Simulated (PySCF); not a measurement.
Compounds:

A. SMILES C=C[Si@@H](C(=C)O[SiH3])C(Cl)Cl
B. `InChI=1S/C6H12O3Si/c1-10(2,3)9-6-5(7)4-8-6/h6H,4H2,1-3H3/t6-/m1/s1`
C. SMILES FC(F)(F)c1ccpc(Cl)p1
D. `C#C[Si@@H](C)[SiH2][SiH3]`

Spectrum 1. 13C{1H} NMR (computed): δ 105.7 (CH), 88.7 (C), -1.5 (CH3).

Spectrum 2. 13C{1H} NMR (computed): δ 224.8 (C), 170.3 (C), 165.7 (CH), 136.6 (CH), 135.0 (C).

Spectrum 3. 13C{1H} NMR (computed): δ 216.6 (C), 117.3 (CH), 85.5 (CH2), 1.9 (CH3).

Spectrum 4. 13C{1H} NMR (computed): δ 167.8 (C), 148.2 (CH2), 137.0 (CH), 110.4 (CH2), 71.9 (CH).

No solvent, non-relativistic Hamiltonian, one averaged value for each set of equivalent atoms, a single conformation. Geometry: GFN2-xTB; shieldings: GIAO PBE0/pcSseg-1; PySCF.

δ = σ(ref) − σ, references computed at the same level: 13C (186.93 ppm) vs TMS. Splittings of carbon signals by F and P are missing where no couplings were computed. Shifts are as computed. Against solution values, carbons near 30 ppm lie about +3 ppm off and those near 130 ppm about +5 ppm; carbons on Cl a further +6 ppm. Of 1211 compounds with measured shifts, 218 miss one by over three times the rms of a fit or turn the order of signals round; such compounds aren't used in these exercises. Carbons bonded to Cl come out too deshielded.

Which spectrum belongs to which compound?

Answers

1–D, 2–C, 3–B, 4–A.

- Spectrum 1 (D): 3 13C signals; δC 88.7 is an alkyne carbon; δC -1.5 is a methyl carbon bonded to Si.
- Spectrum 2 (C): 5 13C signals; δC 136.6 is an aromatic CH; δC 135.0 is a CF3 carbon.
- Spectrum 3 (B): 4 13C signals; δC 216.6 is a ketone carbonyl carbon; δC 117.3 is an sp3 carbon bearing two oxygens.
- Spectrum 4 (A): 5 13C signals; δC 167.8 is an alkene carbon bearing oxygen; δC 148.2 is a terminal =CH2 carbon.
